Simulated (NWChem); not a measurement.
System: C3H5FSi; SMILES C#C[SiH2]CF

Output (shortened):

```
             Northwest Computational Chemistry Package (NWChem) 7.3.0
             --------------------------------------------------------

 C1  symmetry detected

                             Geometry "geometry" -> ""
                             -------------------------

 Output coordinates in angstroms (scale by  1.889725989 to convert to a.u.)

  No.       Tag          Charge          X              Y              Z
 ---- ---------------- ---------- -------------- -------------- --------------
    1 C                    6.0000     0.89946350    -2.49372752    -0.07945464
    2 C                    6.0000     0.16232948    -1.53045351     0.01744886
    3 Si                  14.0000    -0.93306105    -0.06736817     0.15443777
    4 C                    6.0000    -0.05006313     1.48077039    -0.50356087
    5 F                    9.0000     1.04149980     1.78180373     0.28087835
    6 H                    1.0000     1.55107448    -3.34588364    -0.16273697
    7 H                    1.0000    -1.30505565     0.13607714     1.58313198
    8 H                    1.0000    -2.16270231    -0.28779712    -0.66548722
    9 H                    1.0000     0.28123964     1.32476162    -1.54586949
   10 H                    1.0000    -0.74557889     2.34022659    -0.50567230

 Effective nuclear repulsion energy (a.u.)     196.7802735541

  xc_inp: hfexch multiplicative factor not found.

                                 NWChem DFT Module
                                 -----------------

 Summary of "ao basis" -> "ao basis" (spherical)
 ------------------------------------------------------------------------------
       Tag                 Description            Shells   Functions and Types
 ---------------- ------------------------------  ------  ---------------------
 C                         def2-tzvp                11       31   5s3p2d1f
 Si                        def2-tzvp                13       37   5s5p2d1f
 F                         def2-tzvp                11       31   5s3p2d1f
 H                         def2-tzvp                 4        6   3s1p

            General Information
            -------------------
          SCF calculation type: DFT
          Wavefunction type:  closed shell.
          No. of atoms     :    10
          No. of electrons :    46
           Alpha electrons :    23
            Beta electrons :    23
          Charge           :     0
          Spin multiplicity:     1
          Use of symmetry is: off; symmetry adaption is: off
          Maximum number of iterations: 150
          AO basis - number of functions:   191
                     number of shells:    77
          Convergence on energy requested:  1.00D-06
          Convergence on density requested:  1.00D-05
          Convergence on gradient requested:  5.00D-04

              XC Information
              --------------
                     Hartree-Fock (Exact) Exchange  1.000

      Superposition of Atomic Density Guess
      -------------------------------------

 Sum of atomic energies:        -503.76651947

      Non-variational initial energy
      ------------------------------

 Total energy =    -505.778845
 1-e energy   =   -1084.364621
 2-e energy   =     381.805503
 HOMO         =      -0.329240
 LUMO         =       0.005291

------------------------------------------------------------
EAF file 0: "./job.aoints.0" size=612892672 bytes
------------------------------------------------------------
               write      read    awrite     aread      wait
               -----      ----    ------     -----      ----
     calls:     1169         0         0         0         0
   data(b): 6.13e+08  0.00e+00  0.00e+00  0.00e+00
   time(s): 0.00e+00  0.00e+00  0.00e+00  0.00e+00  0.00e+00
rate(mb/s): 0.00e+00  0.00e+00
------------------------------------------------------------

     ---------------------------------------------
      Total Density - Mulliken Population Analysis
     ---------------------------------------------

    Atom       Charge   Shell Charges
 -----------   ------   -------------------------------------------------------
    1 C    6     6.19   0.86  1.12  0.61  0.45  0.17  1.17  1.35  0.44  0.01  0.01  0.01
    2 C    6     6.34   0.86  1.12  0.59  0.73  0.09  1.22  1.30  0.36  0.01  0.05  0.01
    3 Si  14    13.50   2.00  0.59  1.39  0.85  0.46  4.11  1.73  0.51  1.21  0.39  0.10  0.12  0.02
    4 C    6     6.05   0.86  1.12  0.53  0.68  0.11  1.06  1.26  0.32  0.02  0.07  0.01
    5 F    9     9.38   0.77  1.20  0.61  1.00  0.31  2.33  2.31  0.83  0.00  0.01  0.00
    6 H    1     0.75   0.22  0.42  0.10  0.02
    7 H    1     1.04   0.23  0.54  0.26  0.01
    8 H    1     1.03   0.22  0.53  0.27  0.01
    9 H    1     0.86   0.24  0.45  0.15  0.02
   10 H    1     0.86   0.24  0.45  0.15  0.02

   convergence    iter        energy       DeltaE   RMS-Dens  Diis-err
 ---------------- ----- ----------------- --------- --------- ---------
 d= 0,ls=0.0,diis     1   -504.8386327739 -7.02D+02  4.00D-03  4.99D-01
 d= 0,ls=0.0,diis     2   -504.9049970195 -6.64D-02  9.86D-04  1.21D-01
 d= 0,ls=0.0,diis     3   -504.9164073771 -1.14D-02  5.25D-04  9.47D-03
 d= 0,ls=0.0,diis     4   -504.9178425631 -1.44D-03  1.05D-04  4.38D-04
 d= 0,ls=0.0,diis     5   -504.9179152300 -7.27D-05  2.81D-05  3.74D-05
  Resetting Diis
 d= 0,ls=0.0,diis     6   -504.9179218373 -6.61D-06  1.18D-05  6.39D-06
 d= 0,ls=0.0,diis     7   -504.9179228803 -1.04D-06  4.24D-06  5.25D-07
 d= 0,ls=0.0,diis     8   -504.9179229755 -9.51D-08  1.48D-06  2.27D-07

         Total DFT energy =     -504.917922975482
      One electron energy =    -1087.967455572752
           Coulomb energy =      434.033816567344
    Exchange-Corr. energy =      -47.764557524142
 Nuclear repulsion energy =      196.780273554068

 Numeric. integr. density =        0.000000000000

                       DFT Final Molecular Orbital Analysis
                       ------------------------------------

[...]
```

Level: Hartree-Fock/def2-TZVP. Geometry: optimised at PBE0/def2-SVP.

Task: Reconstruct the input file.

Result: This is not unique; one that fits is the input that was run:
```
start job
memory heap 200 mb stack 900 mb global 1100 mb
geometry units angstroms noautoz
  C      0.926534    -2.490500    -0.045865
  C      0.187217    -1.526641     0.025127
  Si    -0.911241    -0.062741     0.123371
  C     -0.011983     1.480466    -0.524107
  F      1.059557     1.787691     0.285146
  H      1.580015    -3.343155    -0.106238
  H     -1.318966     0.151578     1.540680
  H     -2.119924    -0.289660    -0.725438
  H      0.345368     1.316535    -1.556548
  H     -0.707212     2.339759    -0.550256
end
basis spherical
  * library def2-tzvp
end
dft
  xc hfexch
  iterations 150
  semidirect filesize 400000000
  mulliken
end
task dft energy
```
